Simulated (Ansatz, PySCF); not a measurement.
Cl2H3NOSn, SMILES [Cl][Sn]([Cl])([OH])[NH2]. Atoms are numbered in the order given.

```xyz
8

N      2.1940     0.1816    -0.1396
Sn     0.1688     0.1967    -0.1248
O     -0.3671     1.9559    -0.8460
Cl    -0.6973    -0.0284     2.0474
Cl    -0.7726    -1.5651    -1.3815
H      2.5377     0.9008    -0.7799
H      2.5623    -0.7192    -0.4490
H     -1.2704     2.1980    -0.5934
```

Geometry optimised at B3LYP-D3(BJ)/def2-SVP. The structure was generated by enumeration; whether it is a known compound was not checked. The def2 effective core potentials stand for the cores of Sn; spin–orbit coupling is left out. Other conformers were not sampled.

Two levels are set side by side: PBE-D3(BJ)/def2-SVP (Ansatz, an electronic-structure program) and B3LYP-D3(BJ)/def2-SVP (Ansatz). Each level has its own optimised geometry; the coordinates shown are those of the second. Frequencies come from the Hessian of PySCF at each geometry. Differences are taken from unrounded values.

```tsv
quantity	B3LYP-D3(BJ)
mean bond length (Å)	1.675
bond N1–Sn2 (Å)	2.025
bond Sn2–O3 (Å)	1.975
bond Sn2–Cl4 (Å)	2.349
bond Sn2–Cl5 (Å)	2.360
bond N1–H6 (Å)	1.022
bond N1–H7 (Å)	1.021
bond O3–H8 (Å)	0.969
highest harmonic wavenumber (cm⁻¹)	3818
mean harmonic wavenumber (cm⁻¹)	983
zero-point energy (kcal/mol)	25.29
```

Question: What does PBE-D3(BJ) give, and how far is it from B3LYP-D3(BJ)? (Estimate from the structure and the level; the computed values follow.)

Answer: 
```
quantity                            PBE-D3(BJ)  PBE-D3(BJ) minus B3LYP-D3(BJ)
----------------------------------  ----------  -----------------------------
mean bond length (Å)                     1.687                          0.013
bond N1–Sn2 (Å)                          2.044                          0.019
bond Sn2–O3 (Å)                          1.988                          0.013
bond Sn2–Cl4 (Å)                         2.364                          0.015
bond Sn2–Cl5 (Å)                         2.372                          0.012
bond N1–H6 (Å)                           1.031                          0.009
bond N1–H7 (Å)                           1.032                          0.010
bond O3–H8 (Å)                           0.978                          0.010
highest harmonic wavenumber (cm⁻¹)        3699                           -120
mean harmonic wavenumber (cm⁻¹)            961                            -22
zero-point energy (kcal/mol)             24.73                          -0.56
```

GGA bonds tend to be longer and softer than those of functionals with exact exchange. Differences between two approximate levels are no errors against the true value.
